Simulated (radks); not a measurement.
All-electron atom: the thallium ion Tl33+ in [Kr] 4d10 4f2 (the NIST ground configuration).

Calculated with a radial shooting solver on a logarithmic mesh with Libxc functionals: scalar-relativistic Kohn-Sham, exchange-only LDA, spin-polarised, spherical densities, point nucleus; open shells are filled with parallel spins first (spin-orbit coupling, left out, can overturn this in heavy ions).

Energy parts (eV):
part                   energy
total              -534858.82
kinetic             604614.45
electron-nucleus  -1272573.56
Hartree             141545.96
exchange             -8445.68

Orbitals (lengths in bohr, moments of r in powers of bohr; r(90%) holds 90 % of the orbital's charge):
orbital  occ.  eigenvalue (eV)       <r^4>  r(90%)  <1/r>      <r^2>
1s up       1        -86813.20   3.759e-07  0.0299  99.46  0.0003690
1s down     1        -86813.21   3.759e-07  0.0299  99.46  0.0003690
2s up       1        -16484.73  0.00005460   0.107  23.33   0.005610
2s down     1        -16484.57  0.00005459   0.107  23.33   0.005610
2p up       3        -14355.07  0.00004498   0.102  20.58   0.004760
2p down     3        -14354.94  0.00004497   0.102  20.58   0.004760
3s up       1        -4883.063    0.001926   0.259  8.680    0.03584
3s down     1        -4880.123    0.001923   0.259  8.684    0.03582
3p up       3        -4269.326    0.002122   0.267  7.881    0.03692
3p down     3        -4266.345    0.002118   0.266  7.885    0.03689
3d up       5        -3636.958    0.001613   0.250  7.399    0.03050
3d down     5        -3634.631    0.001609   0.250  7.402    0.03046
4s up       1        -1951.108     0.03389   0.528  3.969     0.1553
4s down     1        -1946.946     0.03396   0.528  3.966     0.1555
4p up       3        -1735.399     0.04162   0.557  3.636     0.1710
4p down     3        -1731.447     0.04173   0.557  3.632     0.1712
4d up       5        -1491.589     0.04644   0.575  3.367     0.1770
4d down     5        -1487.673     0.04661   0.576  3.363     0.1774
4f up       2        -1239.639     0.04061   0.561  3.112     0.1588
4f down     0        -1235.186     0.04088   0.562  3.110     0.1592

The highest occupied level is 4f up at -1239.6 eV. The density falls to 0.001 e/bohr^3 at r = 1.12 bohr. For comparison, the ionisation energy in NIST's Atomic Spectra Database is 1290 eV (theoretical). In exact Kohn-Sham theory the highest level is minus the ionisation energy, but local and semilocal functionals leave it too shallow, through self-interaction and a potential that decays too fast; potentials with the right tail come closer. Spin moment in Bohr magnetons: 2. Summed over all electrons, <r^2> = 4.065 bohr^2, which gives a Langevin (diamagnetic) susceptibility term of -3.22 x 10^-6 cm^3/mol.
